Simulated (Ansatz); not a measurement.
`N[SiH]([SiH3])[SnH3]` + CH₃OH → `CO[SiH](N)[SiH3]` + `[SnH4]`  (cleavage of the Si–Sn bond)

Calculated with Ansatz (gas phase, PBE0-D4/def2-TZVP geometries, no zero-point term in ΔE). CCSD(T)/CBS is the MP2 limit (def2-TZVPP, def2-QZVPP) plus CCSD(T) − MP2 in def2-TZVPP, frozen cores. This one scheme is used for every species. Functionals use def2-TZVPP. B3LYP here is the variant with VWN-RPA as its local correlation; programs differ in this. Elements past krypton have def2 core potentials. For Sn outer-core shells are correlated without core-valence functions, which leaves a few kJ/mol of doubt a bond. One conformer a species, not always the lowest.

`N[SiH]([SiH3])[SnH3]`:

Z-matrix (Å, degrees):
```
Si
Si 1 2.350
Sn 1 2.568 2 109.3
N 1 1.732 2 115.9 3 -121.7
H 1 1.491 2 107.6 3 118.3
H 2 1.490 1 110.7 3 -61.1
H 2 1.490 1 110.0 3 58.5
H 2 1.491 1 111.5 3 178.1
H 3 1.712 1 109.7 2 -79.2
H 3 1.708 1 112.2 2 161.2
H 3 1.709 1 111.4 2 39.7
H 4 1.008 1 119.0 2 70.7
H 4 1.009 1 119.0 2 -69.0
```

CH₃OH:

Cartesian coordinates in Å:
```
C -0.273 -0.196 0.118
O 0.853 0.118 -0.669
H -0.613 -1.185 -0.190
H -1.099 0.510 -0.033
H -0.037 -0.236 1.189
H 1.168 0.988 -0.416
```

`CO[SiH](N)[SiH3]`:

```xyz
14

C     1.020    0.083   -1.804
O     1.499    0.090   -0.482
Si    0.534   -0.197    0.825
N    -0.154   -1.759    0.935
Si   -1.290    1.285    0.848
H     1.837    0.372   -2.469
H     0.667   -0.912   -2.099
H     0.198    0.797   -1.943
H     1.465   -0.021    1.964
H    -1.029   -1.996    0.500
H     0.389   -2.576    1.162
H    -1.793    1.467    2.237
H    -0.931    2.622    0.299
H    -2.412    0.743    0.027
```

`[SnH4]`:

Cartesian coordinates in Å:
```
Sn 0.000 0.000 0.000
H 1.618 0.160 0.509
H -0.735 -1.287 0.841
H -0.041 -0.318 -1.673
H -0.843 1.445 0.324
```

```csv
level,ΔE (kJ/mol),difference from CCSD(T)/CBS
PBE-D4,-64.8,11.0
PBE0-D4,-69.0,6.8
B3LYP-D4,-82.6,-6.8
ωB97X-V,-85.7,-9.9
ωB97M-V,-86.8,-11.0
PBE0,-69.0,6.8
HF/def2-TZVPP,-99.8,-24.0
CCSD/def2-TZVPP,-85.6,-9.8
HF/def2-QZVPP,-100.8,-25.0
SCS-MP2/def2-QZVPP,-83.7,-7.9
CCSD(T)/CBS,-75.8,0
```

Largest T1 diagnostic among the species: 0.013.

From PBE to PBE0 (25 % exact exchange), in def2-TZVPP and without D4, ΔE moves by −4.5 kJ/mol. In def2-TZVPP, CCSD(T) changes the Hartree–Fock value by +15.9 kJ/mol (the triples alone add +1.7 kJ/mol) and MP2 by +16.6 kJ/mol.
